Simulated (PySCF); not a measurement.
CH3ClGa, charge +1.

```xyz
6

Ga     0.0000     0.0000    -0.2886
C      0.0000     0.0000    -2.1941
H      0.8993    -0.5192    -2.5301
H      0.0000     1.0384    -2.5301
H     -0.8993    -0.5192    -2.5301
Cl     0.0000     0.0000     1.7471
```
Charge +1, spin multiplicity 1.

Geometry optimised at r2SCAN-D4/def2-TZVP. The multiplicity is an assumed one; other spin states were not compared. The isomer is the one that the SMILES or the coordinates give; other isomers of the formula were not compared.

Level of theory: PySCF with B3LYP/pcSseg-2. Non-relativistic, no solvent.

Computed absolute GIAO shielding of each atom: isotropic value and principal components (ppm):
```
atom  σ(iso)    σ11    σ22     σ33    span
----  ------  -----  -----  ------  ------
Ga1   1434.9  841.6  841.6  2621.5  1780.0
C2     167.9  150.1  150.1   203.4    53.2
H3      29.2   24.1   26.0    37.4    13.3
H4      29.2   24.1   26.0    37.4    13.3
H5      29.2   24.1   26.0    37.4    13.3
Cl6    700.4  476.6  476.6  1148.1   671.4
```
